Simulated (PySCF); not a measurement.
# Worked example: chemical shift, span and skew from a shielding tensor

C3H4O2Si, SMILES C#C[SiH2]C(=O)O. Atoms are numbered in the order given.

```xyz
10

C     -0.6459    -2.8829     0.0000
C     -0.0002    -1.8518     0.0000
Si     0.9649    -0.2998     0.0000
C     -0.1570     1.2659     0.0000
O      0.3260     2.3689     0.0000
O     -1.4742     1.0445     0.0000
H     -1.2199    -3.7929     0.0000
H      1.8107    -0.2109     1.2211
H      1.8107    -0.2109    -1.2211
H     -1.9058     1.9176     0.0000
```
Charge 0, spin multiplicity 1.

Coordinates come from a PBE0-D3(BJ)/def2-SVP optimisation. This is a generated structure with no PubChem entry under its InChIKey; it may be hypothetical. The values are those of a single conformer.

GIAO shieldings from PySCF with B3LYP/pcSseg-1, non-relativistic, no solvent. The symmetric part of the tensor of C1 has the principal values -10.8, -9.4, 245.4 ppm. The same nucleus in TMS has σ = 181.3 ppm at this level (PySCF, at its B3LYP-D3(BJ)/def2-TZVP geometry).

### Question
Work out the isotropic shielding, the ¹³C shift against TMS, the span and the skew.

### Answer

σ(iso) = (σ11 + σ22 + σ33)/3 = 75.1 ppm. δ = σ(ref) − σ(iso) = 181.3 − (75.1) = 106.2 ppm.
Span Ω = σ33 − σ11 = 256.2 ppm. Skew κ = 3(σ(iso) − σ22)/Ω = 0.99, an axial tensor. Tumbling in solution averages the tensor to δ; in a static solid the shielding alone would spread this spin-1/2 line over Ω.
